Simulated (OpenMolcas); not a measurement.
Re3+ among 5 point charges of -1 e arranged as a square pyramid (C4v), 1.81 Å from the ion, with the axial distance 2.081 Å.

```yaml
Program: OpenMolcas 26.06
Method: "SS-CASPT2, IPEA 0.25 Eh, imaginary shift 0.1 Eh (closed shells correlated: 4f 5s 5p)"
Basis: ANO-RCC-VDZP [7s6p4d2f1g]
Scalar_Hamiltonian: DKH2, point nucleus
Active_space: 4 electrons in 5 orbitals (5d)
State_averaging: 2S+1 = 5 even, 5 roots; 2S+1 = 3 even, 45 roots; 2S+1 = 1 even, 50 roots
Spin-orbit_coupling: state interaction with AMFI integrals over the reference wave functions
```

Question: What is the spin-free ground state?

Answer: A state of multiplicity 5, 1-fold in its orbital part, 100 % from free-ion D terms; it has the highest spin that d4 allows.

Question: Where is the first state of the same spin?

Answer: A 1-fold state lies at 11700 cm-1 above the ground state.

Question: What are the lowest two levels with spin-orbit coupling?

Answer: A 1-fold level, then a 1-fold level 580 cm-1 above it. Their leading multiplicities are 5 (85 %) and 5 (91 %).

Question: What is χT at 300 K?

Answer: 0.77 cm3 K/mol.

Point charges give a weaker field than real ligands, and real ions of this kind are as a rule low spin; the high spin found here belongs to the model. Free-ion shares, where given, are those of the reference states; single-state CASPT2 does not remix them. This is an electrostatic model: the charges have no orbitals. An unlabelled pair can be two single states that coincide in this model. No measured value stands beside these numbers.
